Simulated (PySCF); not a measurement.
C3H8BeSe. Atoms are numbered in the order given.

```xyz
13

Be    -0.2777    -0.1345     0.0365
C     -1.5500    -1.0435    -0.6077
C     -1.1236    -2.4692    -1.0077
C     -2.2605    -0.3332    -1.7761
H     -2.2886    -1.1400     0.2166
H     -1.9846    -3.0622    -1.3669
H     -0.3821    -2.4556    -1.8256
H     -0.6718    -3.0225    -0.1673
H     -2.6340     0.6655    -1.4941
H     -3.1260    -0.9182    -2.1375
H     -1.5846    -0.1974    -2.6385
Se     1.2592     0.9618     0.8091
H      0.5740     1.0420     2.1063
```

Geometry optimised at ωB97X-D3(BJ)/def2-SVP. Other conformers were not sampled.

All values below come from TDDFT-ωB97X/def2-SVPD (PySCF 2.14.0).

Vertical excitations. The molecule is in vacuum.

```
state  energy (eV)  λ (nm)      f                                                             main pairs
-----  -----------  ------  -----  ---------------------------------------------------------------------
S1            5.24     237  0.004                                                         HOMO→LUMO 83 %
S2            5.95     209  0.004                                                       HOMO−1→LUMO 78 %
S3            6.00     207  0.052                                                       HOMO→LUMO+1 82 %
S4            6.54     190  0.127                                     HOMO→LUMO+2 73 %, HOMO→LUMO+6 13 %
S5            6.56     189  0.008                                 HOMO−1→LUMO+2 75 %, HOMO−1→LUMO+6 12 %
S6            6.80     182  0.068  HOMO→LUMO+5 29 %, HOMO→LUMO+4 21 %, HOMO→LUMO+8 20 %, HOMO→LUMO+7 7 %
S7            7.04     176  0.113                                 HOMO−1→LUMO+1 62 %, HOMO−1→LUMO+3 10 %
S8            7.28     170  0.015                                                       HOMO−2→LUMO 60 %
S9            7.87     158  0.001                                     HOMO→LUMO+4 40 %, HOMO→LUMO+5 35 %
S10           7.89     157  0.160               HOMO−2→LUMO+1 48 %, HOMO−1→LUMO+3 13 %, HOMO−2→LUMO 12 %
T1            4.97     249      0                                       HOMO→LUMO 72 %, HOMO→LUMO+4 14 %
T2            5.57     223      0                                                       HOMO−1→LUMO 76 %
T3            5.84     212      0                                     HOMO→LUMO+2 75 %, HOMO→LUMO+6 15 %
T4            5.88     211      0                                                       HOMO→LUMO+1 74 %
```
Triplets are in the Tamm–Dancoff approximation, which puts them higher than full response would, so one can lie above its singlet here.
